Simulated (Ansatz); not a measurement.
Stepwise reaction of boron trichloride with water, as a gas-phase model of exchange steps in deposition or etching. ΔE in kJ/mol.

Calculated with Ansatz (gas phase, PBE0-D4/def2-TZVP geometries, no zero-point term in ΔE). CBS: MP2 limit from def2 TZ/QZ plus the TZ coupled-cluster correction, frozen cores. This one scheme is used for every species. DFT in def2-TZVPP. B3LYP here is the variant with VWN-RPA as its local correlation; programs differ in this. One conformer a species, not always the lowest.

```csv
step,reaction,PBE-D4,B3LYP-D4,ωB97M-V,CCSD(T)/CBS
1,`ClB(Cl)Cl` + H₂O → `OB(Cl)Cl` + HCl,-49.8,-57.6,-57.9,-53.0
2,`OB(Cl)Cl` + H₂O → `OB(O)Cl` + HCl,-42.3,-50.2,-49.6,-46.0
3,`OB(O)Cl` + H₂O → `OB(O)O` + HCl,-34.2,-42.2,-40.9,-38.8
```

(1) By hand: ΔE of the 3 steps together at CCSD(T)/CBS.

Answers

(1) (-53.0) + (-46.0) + (-38.8) = -137.8 kJ/mol, or -45.9 kJ/mol a step.

In ΔE each step is higher than the one before. All are downhill at CCSD(T)/CBS. PBE-D4 differs from CCSD(T)/CBS by 3.2 to 4.6 kJ/mol a step. Isolated molecules leave out the surface, adducts and barriers. Largest T1 diagnostic: 0.012.
